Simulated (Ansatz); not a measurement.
Basis sets compared for NiBr2(PH3)2 (NiP₂H₆Br₂). Total charge 0; singlet. Geometry r2SCAN-D4/def2-SVP. Ansatz on 4 threads of Arm Neoverse N1 on a shared host; times are rough, and most runs start from earlier orbitals.

```xyz
11

Br    1.452    0.436    1.771
Br   -1.389   -0.438   -1.749
Ni    0.098   -0.019   -0.031
P    -0.185   -2.071    0.604
P     0.245    2.057   -0.635
H    -0.072   -3.103   -0.364
H    -1.482   -2.382    1.091
H     0.597   -2.619    1.655
H     1.438    2.786   -0.394
H    -0.670    2.919    0.028
H    -0.033    2.436   -1.975
```

The restricted singlet is unstable towards broken spin symmetry in Hartree–Fock (as tested in another run); at PBE-D4/def2-SVP, PBE0-D4/def2-SVP, PBE0-D4/def2-TZVP this wasn't settled. No other spin state of charge 0 was run.

Binding counts from free atoms (Br doublet, Ni triplet, P quartet, H doublet) in the same basis, without a counterpoise term.

| level | functions | energy (Eh) | HOMO (eV) | LUMO (eV) | binding per atom (eV) | wall time |
| --- | --- | --- | --- | --- | --- | --- |
| PBE-D4/def2-SVP | 161 | -7340.7038 | -4.58 | -3.27 | 2.80 | 4.2 s |
| PBE0-D4/def2-SVP | 161 | -7340.9290 | -6.61 | -2.12 | 2.67 | 8 s |

Task: Estimate the rows for PBE-D4/def2-TZVP (with forces), PBE0-D4/def2-TZVP.

Result: 
| level | functions | energy (Eh) | HOMO (eV) | LUMO (eV) | binding per atom (eV) | wall time |
| --- | --- | --- | --- | --- | --- | --- |
| PBE-D4/def2-TZVP (with forces) | 251 | -7341.8055 | -5.12 | -3.63 | 2.78 | 9.5 s |
| PBE0-D4/def2-TZVP | 251 | -7342.0155 | -6.93 | -2.51 | 2.66 | 20 s |
